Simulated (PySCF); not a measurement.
Working with the constants of BrCl

RHF-CCSD(T) constants of BrCl, ¹Σ⁺ (singlet), closed shell (basis Br cc-pVDZ-PP with ECP10, Cl cc-pV(D+d)Z; scalar-relativistic core potentials; PySCF 2.14; masses 78.9183 and 34.9689 u):

```
ωe              : 408.6 cm⁻¹
ωexe            : 2.02 cm⁻¹
Be              : 0.14519 cm⁻¹
αe              : 0.000833 cm⁻¹
D (centrifugal) : 7.33e-08 cm⁻¹
De to Br + Cl   : 1.78 eV
```

Task: Estimate the standard entropy (1 bar) and heat capacity of the ideal gas at 500 K, rigid rotor with B0 and harmonic oscillator at the fundamental.

Result: Translation (Sackur–Tetrode, M = 113.89 u): 178.7 J/(mol K). Rotation: q = kT/(σB0) = 2400 with σ = 1, 73.0. Vibration: x = hcν0/kT = 1.16, 7.50. S° = 259.2 J/(mol K); Cp = 7R/2 + 7.44 = 36.5 J/(mol K).

Measured values (Huber and Herzberg, Constants of Diatomic Molecules (1979)): ωe = 444.276 cm⁻¹, ωexe = 1.843 cm⁻¹, Be = 0.1524695 cm⁻¹.

Correlated steps freeze 9 core orbitals. Correlated levels converge slowly with the basis: in double zeta they bind strong bonds too weakly, by up to about 1 eV, and carry superposition errors of some tenths. Where the molecule has an RHF reference, its open-shell atoms are computed with UHF.
